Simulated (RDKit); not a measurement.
Input for RDKit: MMFF94 on CH4 (SMILES C).

```python
from rdkit import Chem
from rdkit.Chem import AllChem, rdDetermineBonds

blocks = [
'''5

C     0.00000000    0.00000000   -0.00000000
H     0.62892441    0.62892441    0.62892441
H    -0.62892441   -0.62892441    0.62892441
H     0.62892442   -0.62892442   -0.62892441
H    -0.62892442    0.62892442   -0.62892441
''',
]
mol = None
for b in blocks:
    f = Chem.MolFromXYZBlock(b)
    rdDetermineBonds.DetermineBonds(f, charge=0)
    mol = f if mol is None else Chem.CombineMols(mol, f)
Chem.SanitizeMol(mol)
print(Chem.MolToSmiles(Chem.RemoveHs(mol)))
ff = AllChem.MMFFGetMoleculeForceField(mol, AllChem.MMFFGetMoleculeProperties(mol), nonBondedThresh=100.0, ignoreInterfragInteractions=False)
e = ff.CalcEnergy()
print(f'MMFF94 energy {e:.6f} kcal/mol')
```

Output:

```
C
MMFF94 energy 0.037806 kcal/mol
```

The run finished.

Cost: very roughly 0.020 core-seconds.
